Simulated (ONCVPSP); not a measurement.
# Before and after: ONCV potential for iron

```json
{
  "Element": "Fe (Z = 26)",
  "Generator": "ONCVPSP 4.0.1",
  "Type": "optimised norm-conserving Vanderbilt (ONCV)",
  "Functional": "LDA (Perdew-Wang 92)",
  "Relativity": "scalar-relativistic",
  "Frozen core": "[Ar]",
  "Valence charge": "8",
  "Reference configuration": "3d6 4s2",
  "Partial waves": "4s: rc 2.25 bohr, ncon 4, nbas 7, qcut 2.9 1/bohr, 3 projectors, debl 3.2 Ha; p scattering state at 0.17 Ha: rc 2.40 bohr, ncon 3, nbas 7, qcut 3 1/bohr, 1 projector; 3d: rc 1.40 bohr, ncon 3, nbas 8, qcut 10.3 1/bohr, local; f scattering state at 0.3 Ha: rc 1.85 bohr, ncon 3, nbas 6, qcut 6.4 1/bohr, 1 projector",
  "Local potential": "the d channel",
  "Core correction": "Teter function, fcfact 4.5, rcfact 1.15"
}
```

In the p channel the program set the typed energies aside and used 0.050 Ha.

All-electron outer shells of the reference configuration (LDA (PZ), scalar-relativistic, ld1.x):

```tsv
shell	level (eV)	outermost node (bohr)	outermost maximum (bohr)
3p	-59.93	0.30	0.72
3d	-7.75	–	0.71
4s	-5.49	1.01	2.38
```

Change: fully relativistic.

Cutoffs: the cutoffs (Ha) at which the residual kinetic energy of the hardest occupied pseudo-wave falls to 1 and 0.1 mHa per electron; they do not see the model core or the augmentation charge, which bear on the density cutoff. Errors are all-electron minus pseudo energies relative to the spin-unpolarised reference configuration.

**Question.** What does the change do?

**Answer.** The potential gets neither clearly harder nor softer (43 Ha and 48 Ha → 43 Ha and 48 Ha); both files keep a bound ghost (p); of the 4 tests that both files solve, the error grows in 2 and shrinks in 0 by more than 15 % and 0.3 meV (median size 6.2 → 7.6 meV).

| quantity | base | changed |
| --- | --- | --- |
| cutoff, loose | 43 Ha | 43 Ha |
| cutoff, tight | 48 Ha | 48 Ha |
| loose cutoff by channel | s 4.3 Ha, d 43 Ha | s 4.3 Ha, d 43 Ha |
| bound ghosts | p | p3/2, p1/2 |
| GHOST(+) flags under 300 eV | s at 24.2 eV | s at 24.2 eV |
| largest miss of a reference level, eV | 0.00 | 0.09 |
| error for 3d6 4s1, meV [ΔE 8.97 eV] | -0.5 | +0.4 |
| error for 3d6 4s0, meV [ΔE 25.46 eV] | +11 | +14 |
| error for 3d5 4s0, meV [ΔE 59.99 eV] | -32 | -28 |
| error for 3d6 4s1 4p1, meV [ΔE 4.18 eV] | +1.0 | +1.3 |
| s: phases at 2.28 bohr within 0.05 rad from the reference energy up to (Ha; the scan ends near 5) | n/a | n/a |
| rms error of d²Exc/dni dnj with the model core, mHa | 7.72 | 9.51 |

 A true bound ghost makes a file unfit for plane-wave use even where its test errors are small: the radial tests pick states by their node count and pass the ghost by.
